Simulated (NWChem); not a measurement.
BiH₃Te; SMILES [TeH][BiH2]

Results from NWChem. def2 effective core potentials on Te, Bi; no spin-orbit coupling. The level has its own optimisation; frequencies are unscaled.

Problem. Predict the results for LDA (Slater exchange, VWN5)/def2-SVP. Quantities: r Bi–H (Å); r Bi–Te (Å); r H–Te (Å); highest harmonic frequency (cm⁻¹); lowest (cm⁻¹); zero-point energy (kcal/mol).

Solution. 
```yaml
r Bi–H (Å): 1.811
r Bi–Te (Å): 2.848
r H–Te (Å): 1.678
highest harmonic frequency (cm⁻¹): 2078
lowest (cm⁻¹): 41
zero-point energy (kcal/mol): 11.6
```
